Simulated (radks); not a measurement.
Values are calculated unless marked as measured or tabulated.
Neutral zirconium inside a hard spherical wall (all orbitals vanish at R), configuration held at [Kr] 4d2 5s2 and not refilled when levels cross. Code: a radial shooting solver on a logarithmic mesh with Libxc functionals. Model: scalar-relativistic Kohn-Sham, LDA (Slater exchange, VWN5 correlation), spin-polarised, spherical densities, finite nucleus; open shells are filled with parallel spins first (spin-orbit coupling, left out, can overturn this in heavy ions); Fermi nuclear charge, rms radius 4.2694 fm. Eigenvalues in eV for spin up, with the zero of energy where the potential of the charges vanishes at infinity; a dash marks a level that is unbound or too diffuse for the functional's potential to be trusted. A positive occupied level is held by the wall or, in an anion where self-interaction has pushed it up, behind a barrier. The pressure on the wall is -dE/dV.

R (bohr) = free: E (hartree) -3594.59107; kinetic (hartree) 3694.786; e(4s) -54.829; e(4p) -32.877; e(5s) -4.844; e(4d) -4.153; e(5p, empty) -1.673; e(6s, empty) -0.082; pressure (GPa) 0
R (bohr) = 15: E (hartree) -3594.59106; kinetic (hartree) 3694.787; e(4s) -54.828; e(4p) -32.876; e(5s) -4.844; e(4d) -4.153; e(5p, empty) -1.669; e(6s, empty) 0.287; pressure (GPa) < 0.0001
R (bohr) = 10: E (hartree) -3594.58983; kinetic (hartree) 3694.798; e(4s) -54.741; e(4p) -32.790; e(5s) -4.776; e(4d) -4.075; e(5p, empty) -1.496; e(6s, empty) 2.022; pressure (GPa) 0.0314
R (bohr) = 8: E (hartree) -3594.58058; kinetic (hartree) 3694.864; e(4s) -54.359; e(4p) -32.413; e(5s) -4.455; e(4d) -3.740; e(5p, empty) -0.904; e(6s, empty) 5.061; pressure (GPa) 0.405
R (bohr) = 6: E (hartree) -3594.50505; kinetic (hartree) 3695.246; e(4s) -52.705; e(4p) -30.805; e(5s) -2.771; e(4d) -2.289; e(5p, empty) 1.715; e(6s, empty) 14.722; pressure (GPa) 5.93
R (bohr) = 5: E (hartree) -3594.33843; kinetic (hartree) 3695.926; e(4s) -50.545; e(4p) -28.735; e(5s) 0.099; e(4d) -0.285; e(5p, empty) 5.799; e(6s, empty) 27.365; pressure (GPa) 26.1
R (bohr) = 4: E (hartree) -3593.79051; kinetic (hartree) 3697.908; e(4s) -46.261; e(4p) -24.666; e(5s) 7.990; e(4d) 4.188; e(5p, empty) 16.274; e(6s, empty) 55.813; pressure (GPa) 143
R (bohr) = 3.5: E (hartree) -3593.07363; kinetic (hartree) 3700.419; e(4s) -42.428; e(4p) -20.973; e(5s) 17.123; e(4d) 8.686; e(5p, empty) 27.698; e(6s, empty) 83.972; pressure (GPa) 389
R (bohr) = 3: E (hartree) -3591.49402; kinetic (hartree) 3705.866; e(4s) -36.059; e(4p) -14.573; e(5s) 35.152; e(4d) 16.850; e(5p, empty) 49.069; e(6s, empty) 132.94; pressure (GPa) 1220
R (bohr) = 2: E (hartree) -3576.41128; kinetic (hartree) 3752.068; e(4s) 2.902; e(4p) 28.373; e(5s) 165.93; e(4d) 70.964; e(5p, empty) 190.45; e(6s, empty) 422.44; pressure (GPa) 22000
R (bohr) = 1.5: E (hartree) -3537.94072; kinetic (hartree) 3853.877; e(4s) 84.846; e(4p) 118.84; e(5s) 420.61; e(4d) 174.50; e(5p, empty) 449.90; e(6s, empty) 916.77; pressure (GPa) 149000
